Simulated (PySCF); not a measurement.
**Manganese: a sound run and one with changed settings**

Sound run: Mn²⁺ [Ar] 3d5, Mn³⁺ [Ar] 3d4. All numbers are calculated (PySCF 2.14, the non-relativistic Hamiltonian (point nucleus), in cc-pVTZ (7s6p4d2f1g, 68 functions)). In the sound run the correlated levels freeze [Ar]. The sound run starts from symmetry-adapted Hartree-Fock orbitals and uses a fine grid where one is needed.

Changed run: scalar relativity by spin-free X2C-1e. This setting is unsound on purpose.

| species | method | sound run (hartree) | changed run (hartree) | converged |
| --- | --- | --- | --- | --- |
| Mn²⁺ | UHF | -1149.10923 | -1155.35977 | yes |
| Mn²⁺ | M06-L | -1150.12173 | -1156.37029 | yes |
| Mn²⁺ | M06-2X | -1150.12194 | -1156.36924 | yes |
| Mn²⁺ | MP2 | -1149.17834 | -1155.42921 | yes |
| Mn³⁺ | UHF | -1147.91162 | -1154.17089 | yes |
| Mn³⁺ | M06-L | -1148.88168 | -1155.13847 | yes |
| Mn³⁺ | M06-2X | -1148.88597 | -1155.14187 | yes |
| Mn³⁺ | MP2 | -1147.95026 | -1154.20967 | yes |

Ionisation energy of Mn²⁺:

| method | sound run (eV) | changed run (eV) |
| --- | --- | --- |
| UHF | 32.589 | 32.351 |
| M06-L | 33.743 | 33.519 |
| M06-2X | 33.632 | 33.398 |
| MP2 | 33.418 | 33.185 |
| SCS-MP2 | 32.865 | 32.629 |

Most of the change in total energy is the relativistic energy itself. On top of that the contraction fixes the core shape for the Hamiltonian it was made with, so the changed run is not a good calculation with the other Hamiltonian either.

For comparison, NIST gives 33.668 ± 0.012 eV between the lowest levels.
